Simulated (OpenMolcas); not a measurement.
Ag5+ (d6) among equal point charges was computed by CASSCF with the d shell active (OpenMolcas, ANO-RCC-VDZP on the metal). Its lowest spin-free states, and all those of the highest spin:

```
2S+1  Degeneracy  E (cm-1)
   5           2       0.0
   5           1      1402
   5           1      4089
   5           1      6752
   3           2     20345
   3           1     21131
   3           1     22198
   3           2     22882
   3           1     23927
   3           2     24248
   3           1     25789
   3           1     26344
```

Q: Is the site octahedral, tetrahedral or cube-like, axial, or of lower symmetry?

A: The states with 2S+1 = 5 have orbital degeneracies 2, 1, 1, 1. There are pairs but no triples, so the site is axial: not cubic, but with a proper or improper axis of order three or more. The run had Ag5+ among 6 point charges of -1.7 e arranged as a tetragonal octahedron (D4h), 1.89 Å from the ion, with the axial distance 2.003 Å.

An orbital doublet at a regular site is open to a Jahn-Teller distortion, which this geometry leaves out. Without dynamic correlation the repulsion within the d shell is too large (B by tens of per cent), so at a given field states of lower spin stand too high. Point charges give a weaker field than real ligands, and real ions of this kind are as a rule low spin; the high spin found here belongs to the model. Point charges carry no covalency, so the field is a model and not that of real ligands. No measured value stands beside these numbers.
